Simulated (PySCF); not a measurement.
C3H7FSi.
SMILES with atom numbers: `[F:1][C@@H:2]1[CH2:3][C@H:4]1[SiH3:5]`

Structure used (PBE0-D3(BJ)/def2-SVP), in Å, numbered top down from 1:
```xyz
12
C3H7FSi angstrom
F     -1.674    0.768   -1.745
C     -0.525    0.201   -1.304
C     -0.629   -0.900   -0.318
C     -0.120    0.469    0.111
Si     1.663    0.754    0.591
H      0.232    0.158   -2.096
H      0.072   -1.737   -0.383
H     -1.639   -1.172    0.000
H     -0.861    1.066    0.656
H      1.891    0.403    2.025
H      2.057    2.180    0.377
H      2.529   -0.121   -0.260
```

NICS = −σ at a ghost point: NICS(0) at the centroid of the ring atoms, NICS(1) 1 Å to either side along the normal of their mean plane, zz for the tensor component along that normal. Level: GIAO PBE/pcSseg-2 (PySCF, non-relativistic, gas phase) on the PBE0-D3(BJ)/def2-SVP geometry, one conformer.

Ring bond lengths (Å): C2–C3 1.481, C3–C4 1.522, C4–C2 1.496.

Q: Give the NICS values of each ring in ppm.

A: 
| ring | type | NICS(0) | NICS(1), two faces | NICS(1)zz, two faces | rms pucker (Å) | centre to ring atoms, mean (Å) |
| --- | --- | --- | --- | --- | --- | --- |
| C2–C3–C4 | 3-membered carbocycle; formal bonds all single | -40.4 | -10.2 / -6.5 | -24.9 / -16.1 | 0.00 | 0.87 |

Q: What do they say, and how far can they be read as aromaticity?

A: 
- C2–C3–C4: mean NICS(1)zz -20.5 ppm, shielded. C2, C3, C4 have four or more neighbours; no verdict on aromaticity is drawn. The two faces differ by 8.8 ppm, so no symmetry operation interchanges them. NICS(0) lies 32 ppm below the mean NICS(1).

Q: At the first NICS(1) probe listed for ring C2–C3–C4, 1 Å off the ring, what do the in-plane components average?

A: The isotropic value is a third of the trace: (3 × -10.2 − (-24.9))/2 = -2.8 ppm.

Q: List the ring angles.

A: 
- C2–C3–C4: C2 61.5°, C3 59.7°, C4 58.8°; sum 180.0° against 180° for a flat convex ring.

Q: How shielded are the nuclei of the rings and their hydrogens (means over atoms taken as equivalent)?

A: 
```
atoms                  environment  σ isotropic (ppm)
   C2               sp3 C–F carbon              100.6
   C3   three-membered-ring carbon              166.0
   C4  sp3 carbon bound to silicon              178.2
   H6             methine hydrogen              26.82
   H7           methylene hydrogen              30.68
   H8           methylene hydrogen              30.08
   H9             methine hydrogen              30.98
```

Q: How do the values depend on the level or the medium?

A: 
```json
{"level": "PBE/pcSseg-2, gas", "NICS(0), C2–C3–C4": "-40.4", "mean NICS(1)zz, C2–C3–C4": "-20.5"}
{"level": "PBE0/pcSseg-1, gas", "NICS(0), C2–C3–C4": "-40.0", "mean NICS(1)zz, C2–C3–C4": "-19.9"}
```

The geometry is the same throughout.
